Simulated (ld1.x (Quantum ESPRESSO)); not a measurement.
**An all-electron radial function and its pseudo partner (Hg)**

Columns: radius, all-electron u(r) and pseudo u(r) of the 5s shell (level -137.40 eV) of mercury in the configuration [Kr] 4d10 4f14 5s2 5p6 5d10 6s0 6p0; PBE, scalar-relativistic, TM scheme, ld1.x (Quantum ESPRESSO) 7.5.

| r (bohr) | all-electron | pseudo |
| --- | --- | --- |
| 0.103 | 0.3309 | 0.1218 |
| 0.205 | -0.0259 | 0.2507 |
| 0.308 | -0.7024 | 0.3975 |
| 0.410 | -0.3894 | 0.5655 |
| 0.513 | 0.2952 | 0.7566 |
| 0.615 | 0.8568 | 0.9508 |
| 0.718 | 1.1721 | 1.1154 |
| 0.820 | 1.2666 | 1.2026 |
| 0.923 | 1.2166 | 1.1874 |
| 1.025 | 1.0891 | 1.0827 |
| 1.128 | 0.9294 | 0.9290 |
| 1.230 | 0.7692 | 0.7692 |
| 1.332 | 0.6223 | 0.6223 |
| 1.435 | 0.4938 | 0.4938 |
| 1.538 | 0.3867 | 0.3867 |
| 1.640 | 0.3005 | 0.3005 |
| 1.743 | 0.2311 | 0.2311 |
| 1.845 | 0.1771 | 0.1771 |
| 1.948 | 0.1346 | 0.1346 |
| 2.050 | 0.1021 | 0.1021 |
| 2.153 | 0.0770 | 0.0770 |
| 2.255 | 0.0580 | 0.0580 |
| 2.358 | 0.0435 | 0.0435 |
| 2.460 | 0.0326 | 0.0326 |
| 2.562 | 0.0244 | 0.0244 |
| 2.665 | 0.0181 | 0.0181 |

**Question.** How many radial nodes do the two functions have?

**Answer.** The all-electron 5s function has n − l − 1 = 4 (the table is too coarse to show those close to the nucleus); the pseudo-wave has 0, since the states of the same l below it are removed with the core.

**Question.** At about which radius was the pseudo-wave matched?

**Answer.** 1.25 bohr. The columns agree to 0.0005 from 1.13 bohr on; several derivatives are matched, so the curves merge somewhat inside the radius.

**Question.** Where does each function peak?

**Answer.** Outermost all-electron maximum near 0.82 bohr, pseudo maximum near 0.82 bohr (to the table’s step).

**Question.** Is the pseudo-wave norm-conserving?

**Answer.** Yes: the TM scheme keeps the norm inside the radius equal to the all-electron one, which fixes the energy derivative of the logarithmic derivative at the level.
